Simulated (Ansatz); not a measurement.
`F/C=C(F)/C(F)=C/F`, charge 0, multiplicity 1.

Question: Give a relaxed structure at PBE0-D4/def2-TZVP (the Gaussian-basis code of Ansatz). (Best estimate.)

Answer: Ansatz gave: 
```xyz
10

F     2.747   -0.485   -1.048
C     1.711    0.228   -0.629
C     0.584   -0.357   -0.234
F     0.459   -1.684   -0.249
C    -0.584    0.357    0.234
F    -0.459    1.684    0.248
C    -1.710   -0.228    0.629
F    -2.747    0.485    1.048
H     1.851    1.299   -0.632
H    -1.851   -1.299    0.632
```
Point group C2h.
This is one stationary point; other conformers may exist.
